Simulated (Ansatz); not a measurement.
Cl$_{3}$FH$_{2}$O$_{2}$W, SMILES `[OH][W]([OH])([F])([Cl])([Cl])[Cl]`. The species carries charge 0 and has multiplicity 1. W takes the def2 core potential. Geometry: relaxed with PBE0-D4/def2-TZVP. It is one conformer, not always the lowest.

```xyz
9

O     1.332   -0.498   -1.158
W    -0.135    0.077   -0.189
O    -1.334    0.495    1.156
F     0.895   -0.565    1.274
Cl    0.833    2.169    0.029
Cl   -1.366    0.845   -1.936
Cl   -1.119   -2.004   -0.429
H     2.153   -0.895   -0.855
H    -1.260    0.376    2.107
```

What is the dipole moment at PBE/def2-TZVPP? (Best estimate.)

Computed: 1.56 D, with components (0.85, -0.51, 1.20) D in this frame, pointing from negative to positive charge.

And with r2SCAN, B3LYP, ωB97M-V? (Best estimate.)

Computed: r2SCAN 1.57 D, B3LYP 1.45 D, ωB97M-V 1.53 D.

Give the Mulliken charges with PBE, ωB97M-V, r2SCAN in def2-TZVPP. (Estimate.)

Ansatz gave: 
| atom | PBE | ωB97M-V | r2SCAN |
| --- | --- | --- | --- |
| O1 | -0.21 | -0.25 | -0.28 |
| W2 | 0.80 | 0.94 | 1.07 |
| O3 | -0.21 | -0.25 | -0.28 |
| F4 | -0.27 | -0.31 | -0.32 |
| Cl5 | -0.20 | -0.21 | -0.24 |
| Cl6 | -0.14 | -0.13 | -0.18 |
| Cl7 | -0.20 | -0.21 | -0.24 |
| H8 | 0.22 | 0.21 | 0.23 |
| H9 | 0.22 | 0.21 | 0.23 |

B3LYP here is the variant with VWN-RPA as its local correlation; programs differ in this.
